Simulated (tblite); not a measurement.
**Question.** Write a Z-matrix for `FC(F)[C@@H]1CCC[Si@]1(F)P` as optimised with GFN2-xTB.

**Answer.** 
Z-matrix in Å and degrees, rows numbered from 1:
```
F 
C   1  1.3579
F   2  1.3653  1  105.48
C   2  1.5074  1  112.22  3   120.82
C   4  1.5334  2  112.14  1   -53.92
C   5  1.5266  4  108.04  2  -159.99
C   6  1.5335  5  108.62  4    51.53
Si  7  1.9109  6  103.99  5   -37.94
F   8  1.6314  4  105.94  2  -113.44
P   8  2.2340  4  114.08  2     2.77
H   2  1.1008  1  107.50  3  -113.92
H   4  1.0921  2  107.35  1    66.78
H   5  1.0908  4  111.22  2    77.65
H   5  1.0924  4  108.95  2   -41.29
H   6  1.0902  5  110.79  4   173.81
H   6  1.0914  5  108.94  4   -67.36
H   7  1.0880  6  111.10  5  -160.39
H   7  1.0901  6  109.83  5    81.23
H  10  1.3858  8   94.29  4   174.70
H  10  1.3826  8   95.47  4    81.11
```

Si8 (fluorine-bound silicon) has angles from 93.8° to 126.1°. Of the pairs four or more bonds apart, F3···P10 is among the closest relative to their van der Waals radii: 3.05 Å, 93 % of the sum of Bondi's values. The 5-membered ring C4–C5–C6–C7–Si8 has internal angles of 93.8° to 108.6°; it is puckered, 0.20 Å rms from its mean plane, widest ring torsion 52°. P10 (three-coordinate phosphorus) is pyramidal (angles 95.5°, 94.3° and 93.2°, sum 282.9°, 0.83 Å off the plane of its three neighbours).

The geometry is computed with GFN2-xTB (gas phase).

Point group: C1 (no symmetry element, even within 0.4 Å). Its GFN2-xTB frequencies are all real (lowest 45 cm⁻¹). The numbers are those of one conformer (F1–C2–C4–C5 -54°, C7–Si8–P10–H 60° and -33°, C2–C4–C5–C6 -160°, C4–C5–C6–C7 52°, C5–C6–C7–Si8 -38°, C6–C7–Si8–F9 -95°). 2 starts were optimised and ended at 0.00 and 1.13 kcal/mol (GFN2-xTB); the lowest of these is shown.
